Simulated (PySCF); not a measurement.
Compound: C₂F₅O₃S (charge -1).
SMILES with atom numbers: `[O:1]=[S:2](=[O:3])([O-:4])[C:5]([F:6])([F:7])[C:8]([F:9])([F:10])[F:11]`

Method used: PySCF, PBE0-D3(BJ)/def2-SVP geometry optimisation, gas phase.

Problem. List the bond lengths, angles and torsions at this level.

Solution. 
```
               bond  length (pm)          order
O1=S2, S2=O3, S2–O4        146.9  double/single
              S2–C5        186.9         single
       C5–F6, C5–F7        135.0         single
              C5–C8        153.6         single
      C8–F9, C8–F11        132.5         single
             C8–F10        134.7         single
```

Bonds in one row agree within 1 pm and their mean is given. Orders are formal, as drawn. A selection of angles:
```
    angle  degrees
 O1–S2–O3    115.7
 O1–S2–C5    102.2
 S2–C5–F6    110.0
 S2–C5–C8    116.3
 F6–C5–F7    107.7
 F6–C5–C8    106.3
 C5–C8–F9    112.1
C5–C8–F10    109.4
F9–C8–F10    107.1
F9–C8–F11    108.7
```

Dihedral angles: O1–S2–C5–F6 177° (antiperiplanar); S2–C5–C8–F9 -64° (synclinal). The mirror-image conformer, all signs reversed, is as good.

All 3 O–S bonds measure 1.469 to 1.470 Å. The C–F distances run from 1.325 Å (C8–F9, drawn single) to 1.350 Å (C5–F6, drawn single), a spread of 0.025 Å. Of the pairs four or more bonds apart, O3···F9 is among the closest relative to their van der Waals radii: 2.90 Å, 97 % of the sum of Bondi's values. S2 (sulfonyl sulfur) is distorted tetrahedral (angles from 101.6° to 115.9°).

Point group: near Cs, missed by 0.13 Å at most; the miss may be what the optimiser left on a soft mode. No PBE0-D3(BJ)/def2-SVP frequencies stand behind this structure, so it isn't proved a minimum.
